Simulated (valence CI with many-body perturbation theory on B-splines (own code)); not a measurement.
Values are calculated unless marked as measured or tabulated.
Run record, Hf⁵⁷⁺

Method: relativistic CI+MBPT: five valence electrons over a frozen Dirac-Fock core [Ne], a basis of 9 s, 9 p, 8 d, 6 f, 3 g, 1 h functions for each j, with the one-electron correlation potential Σ1 (screened to all orders), the two-electron term Σ2, the three-electron term Σ3, Breit, model QED; selected single and double excitations, second order for the rest (own B-spline code, finite nucleus).

Command, and the settings that its task file holds:

```sh
python run_cv.py task.json out
```

```
atom Hf  Z=72  mass_number=180  rms_radius_fm=5.3470
core [Ne]
valence 3s2 3p3
avg = 1
basis = M
breit = 1
cap = 40000
capref = 1200
cscale = 1
de = 0.0
dress = 0
eps = 2e-08
h = 0.27
hh = 1
l2 = 3
lcore = 6
maxit = 60
n2 = 5
natural = 1
nlev = 45
nno = [5, 5, 5, 4, 2, 1]
nroot = 26
nsp = [4, 4, 3, 2, 1, 0]
pt2 = 1
qed = 1
rpa = 1
s1 = 1
s2 = 1
s3 = 1
screen = 1
tol = 2e-05
```

**Question.** Roughly how long does this run take on one core of Arm Neoverse V2, and how much memory?

**Answer.** 2.8 min on 1 thread of Arm Neoverse V2, with other jobs on the host, peak memory 1.3 GiB.

Log. The first blocks belong to the next ion, which gives the ionisation energy. Fields: 2J, parity (1 odd), roots, reference size, generating configurations, candidates as configurations/state functions, variational space P, stored matrix elements, Davidson steps; e2 is the range of second-order energies in hartree. The first line gives the box (bohr), its intervals, the orbitals and the steps of their self-consistent field. Window is the range of levels sought, series limit the energy at which the first omitted orbital would enter, core excitation an estimate of the first excitation out of the core, left out the lowest levels not solved, and shifts from estimates the range by which levels moved from their first estimate, all in cm⁻¹.

```
rmax 2.0 intervals 55 orbitals 63 references ['3s2 3p3', '3s2 3p2 3d', '3s 3p4', '3s 3p3 3d', '3s2 3p 3d2'] scf 3 t 0.7
2J=0 par=0 roots 2 ref 24 generators 7 cand 8199/12662 P 2216/3187 nnz 1.1e+06 it 5
2J=0 par=0 roots 2 ref 24 generators 8 cand 7564/12928 P 3225/4837 nnz 1.9e+06 it 5
   second order: generators 14 cand 9181/15884 e2 -0.00003 -0.00001
reference levels 772, estimated 144, window 6542894 1/cm; series limit 34986793, core excitation 63035808
2J=3 par=1 roots 10 ref 110 generators 20 cand 26005/252411 P 1951/8000 nnz 5.5e+06 it 8
2J=3 par=1 roots 10 ref 110 generators 27 cand 26380/265212 P 6967/39997 nnz 9.1e+07 it 10
   second order: generators 41 cand 39858/574986 e2 -0.00224 -0.00044
2J=3 par=0 roots 9 ref 71 generators 16 cand 24958/241064 P 1891/7999 nnz 5.9e+06 it 8
2J=3 par=0 roots 9 ref 71 generators 23 cand 26455/265159 P 6790/39996 nnz 1e+08 it 10
   second order: generators 34 cand 32536/367874 e2 -0.00116 -0.00047
2J=5 par=0 roots 8 ref 74 generators 14 cand 25389/297030 P 1840/7997 nnz 6.1e+06 it 7
2J=5 par=0 roots 8 ref 74 generators 22 cand 26068/326595 P 6203/39999 nnz 1.1e+08 it 9
   second order: generators 34 cand 31113/440939 e2 -0.00171 -0.00078
2J=5 par=1 roots 8 ref 114 generators 15 cand 25578/308874 P 1677/7999 nnz 6.2e+06 it 6
2J=5 par=1 roots 8 ref 114 generators 24 cand 27015/328669 P 5989/39995 nnz 1e+08 it 8
   second order: generators 33 cand 35347/542488 e2 -0.00264 -0.00141
2J=1 par=1 roots 7 ref 67 generators 17 cand 25078/149911 P 2579/7999 nnz 4.8e+06 it 5
2J=1 par=1 roots 7 ref 67 generators 26 cand 24926/148765 P 9363/39999 nnz 8.1e+07 it 7
   second order: generators 37 cand 31276/256101 e2 -0.00062 -0.00018
2J=1 par=0 roots 6 ref 44 generators 15 cand 23146/134720 P 2589/7999 nnz 5.2e+06 it 6
2J=1 par=0 roots 6 ref 44 generators 21 cand 23413/144534 P 9471/39995 nnz 9e+07 it 7
   second order: generators 31 cand 28743/221012 e2 -0.00019 -0.00008
2J=7 par=0 roots 4 ref 54 generators 10 cand 24013/297267 P 1710/7971 nnz 6.2e+06 it 5
2J=7 par=0 roots 4 ref 54 generators 15 cand 25570/330621 P 5420/40000 nnz 1.3e+08 it 7
   second order: generators 23 cand 26967/376903 e2 -0.00083 -0.00055
2J=9 par=0 roots 2 ref 34 generators 5 cand 16463/216166 P 1722/7987 nnz 6.9e+06 it 5
2J=9 par=0 roots 2 ref 34 generators 12 cand 23218/281574 P 5426/38620 nnz 1.5e+08 it 6
   second order: generators 21 cand 24588/331307 e2 -0.00020 -0.00017
2J=7 par=1 roots 5 ref 93 generators 10 cand 25056/312024 P 1629/7999 nnz 6.3e+06 it 5
2J=7 par=1 roots 5 ref 93 generators 19 cand 26436/332727 P 5471/39998 nnz 1.1e+08 it 7
   second order: generators 31 cand 39484/710762 e2 -0.00183 -0.00131
2J=9 par=1 roots 3 ref 57 generators 11 cand 22760/281428 P 1792/7996 nnz 6.6e+06 it 5
2J=9 par=1 roots 3 ref 57 generators 14 cand 23185/286789 P 5592/39996 nnz 1.2e+08 it 5
   second order: generators 23 cand 34322/632026 e2 -0.00080 -0.00068
left out: unestimated 9466387, estimated 7091858, shifts from estimates -41 to 187
operators 0.6
```

The Davidson iterations converged.

The last digits are not significant, and no measured levels were compared; by estimate large intervals hold to a few tenths of a per cent, small ones and those within an open d or f shell to about a per cent. Among the levels kept, up to 550 cm⁻¹ of a level comes from second order outside the variational space, and about a tenth of that is noise between levels of different J, which matters for small intervals.

| Property | Result |
| --- | --- |
| Valence energy | -1153.076 hartree |
| Ionisation energy | 5716.4 eV (NIST: 5713 ± 6 eV (theoretical)) |
| Reference configurations for the orbitals | 3s2 3p3, 3s2 3p2 3d, 3s 3p4, 3s 3p3 3d, 3s2 3p 3d2 |
| Radial orbitals | 63 |
| Box radius | 1.976 bohr |
| Largest variational space | 40000 |
| Lowest levels | (3s^2 3p1/2^2 3p3/2) J=3/2 0.000, (3s^2 3p1/2^2 3d3/2) J=3/2 16.292, (3s^2 3p1/2 3p3/2^2) J=3/2 21.913, (3s^2 3p1/2^2 3d5/2) J=5/2 22.459, (3s^2 3p1/2 3p3/2^2) J=5/2 22.755, (3s^2 3p1/2 3p3/2^2) J=1/2 23.844, (3s 3p1/2^2 3p3/2^2) J=5/2 34.185, (3s 3p1/2^2 3p3/2^2) J=3/2 36.315, (3s 3p1/2^2 3p3/2^2) J=1/2 36.429, (3s^2 3p1/2 3p3/2 3d3/2) J=5/2 [a] 38.031, (3s^2 3p1/2 3p3/2 3d3/2) J=1/2 [a] 38.259, (3s^2 3p1/2 3p3/2 3d3/2) J=3/2 [a] 38.269, (3s^2 3p1/2 3p3/2 3d3/2) J=7/2 38.906, (3s^2 3p1/2 3p3/2 3d3/2) J=5/2 [b] 41.007 Ry |

Levels are named by their leading jj configuration (3d3/2^4 stands for four electrons in 3d with j = 3/2), which in mixed levels can hold well under half, so a name can repeat and another be missing. Letters in brackets count levels of one name in rising energy.
